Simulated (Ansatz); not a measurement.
CH₇NSi₂ (`[SiH3]C1N[SiH2]1`), relaxed with RKS PBE-D4/def2-SVP in the Gaussian-basis code of Ansatz from a rough embedded geometry. The force threshold is 0.03 eV/Å; the program also tests the step.

Total charge 0; spin multiplicity 1.

Start:

```xyz
11

Si    1.380   -0.637   -0.128
C    -0.419   -0.640   -0.270
N    -1.143    0.431   -0.851
Si   -1.174    0.740    0.828
H     1.827   -1.085    1.259
H     2.037   -1.620   -1.102
H     2.002    0.705   -0.393
H    -0.907   -1.555   -0.224
H    -0.553    1.180   -1.327
H    -2.576    0.526    1.215
H    -0.475    1.954    0.994
```

| step | energy (eV) | largest force (eV/Å) | largest move (Å) |
| --- | --- | --- | --- |
| 1 | -18375.7289 | 3.993 | 0.000 |
| 2 | -18376.4359 | 1.559 | 0.160 |
| 3 | -18376.5685 | 0.556 | 0.193 |
| 4 (rejected) | -18376.5655 | 0.569 | 0.200 |
| 5 | -18376.6055 | 0.149 | 0.099 |
| 6 | -18376.6121 | 0.066 | 0.100 |
| 7 | -18376.6150 | 0.054 | 0.095 |
| 8 (rejected) | -18376.6138 | 0.109 | 0.075 |
| 9 | -18376.6160 | 0.011 | 0.036 |
| 10 | -18376.6161 | 0.016 | 0.032 |

End:

```xyz
11

Si    1.468   -0.647   -0.077
C    -0.415   -0.605   -0.086
N    -1.161    0.322   -1.012
Si   -1.296    0.862    0.663
H     1.983   -1.445    1.091
H     2.011   -1.247   -1.352
H     1.990    0.767    0.008
H    -0.898   -1.600    0.002
H    -0.573    0.830   -1.686
H    -2.660    0.784    1.267
H    -0.448    1.981    1.181
```

It took 15 s on 2 threads of an AMD EPYC 7B13 on a shared host, with 0.15 GiB of host memory at the peak.
